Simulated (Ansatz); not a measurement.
## Two structures of ClHNSi2−

Structure X: a singlet given by its coordinates. Structure Y: a singlet given by its coordinates. Both are isolated ions in the gas phase, relaxed with B3LYP-D3(BJ)/def2-SVPD.

X (Å):

```xyz
5

Cl   -1.0343   -1.1156    1.8001
N    -0.5963    2.0695    2.2286
Si   -1.6451    1.0862    1.0996
Si   -1.9458    2.0158    3.3087
H     0.3818    2.3350    2.2860
```

Close contacts (Å): Cl1–Si3 2.39, N2–Si3 1.83, N2–Si4 1.73, Si3–Si4 2.42, N2–H5 1.02.

Y (Å):

| atom | x (Å) | y (Å) | z (Å) |
| --- | --- | --- | --- |
| Cl | -2.1100 | -1.0641 | 0.9424 |
| N | -0.9263 | 1.3531 | 2.5842 |
| Si | -0.9410 | -0.2808 | 2.7785 |
| Si | -1.0267 | 3.0268 | 2.6246 |
| H | 0.2758 | 3.3967 | 1.8334 |

Close contacts (Å): Cl1–Si3 2.31, N2–Si3 1.65, N2–Si4 1.68, Si4–H5 1.57.

Energies in hartree; the thermal terms are from B3LYP-D3(BJ)/def2-SVPD harmonic frequencies (ideal gas, rigid rotor, one conformer each, 298.15 K, 1 atm) and include the zero-point energy:

|  | X | Y |
| --- | --- | --- |
| E, CCSD(T)/def2-SVPD | −1092.652683 | −1092.662112 |
| E, MP2/def2-SVPD | −1092.592682 | −1092.602461 |
| E, MP2/def2-TZVPPD | −1093.116985 | −1093.127979 |
| zero-point energy | 0.017026 | 0.012750 |
| H(298 K) − E | 0.023308 | 0.019463 |
| G(298 K) − E | −0.012861 | −0.017980 |

Q: Correct the CCSD(T) difference for the basis set by the MP2 change, then work out ΔE, ΔE₀, ΔH and ΔG for X → Y in kJ/mol (1 Eh = 2625.50 kJ/mol) and the equilibrium ratio [Y]/[X].

A: 1. Differences Y − X: CCSD(T) −0.009429, MP2 in the small set −0.009779, MP2 in the large set −0.010994 Eh.
2. ΔE = −0.009429 + (−0.010994 − (−0.009779)) = −0.010644 Eh = −27.95 kJ/mol.
3. ΔE₀ = ΔE + ΔZPE = −0.010644 + (−0.004276) Eh = −39.17 kJ/mol.
4. ΔH = ΔE + (−0.003845) Eh = −38.04 kJ/mol.
5. ΔG = ΔE + (−0.005119) Eh = −41.39 kJ/mol, so ΔS = (ΔH − ΔG)/T = +11.2 J/(mol K).
6. kT = 0.9442 mEh, so K = [Y]/[X] = exp(−ΔG/kT) = exp(+16.69) ≈ 1.8 × 10^7.

Structure Y is favoured at this temperature. An error of 4 kJ/mol in ΔG would change K by a factor of 5. Large T1 diagnostics make the coupled-cluster value less sure. Mirror images and further conformers aren't counted.

Other levels gave ΔE = −26.8 (B3LYP-D3(BJ)/def2-SVPD); −40.4 (HF/def2-SVPD); −25.7 (MP2/def2-SVPD); −24.8 (CCSD(T)/def2-SVPD) kJ/mol. The correlated steps freeze 16 core orbitals. Programs: Ansatz 0.2.0.
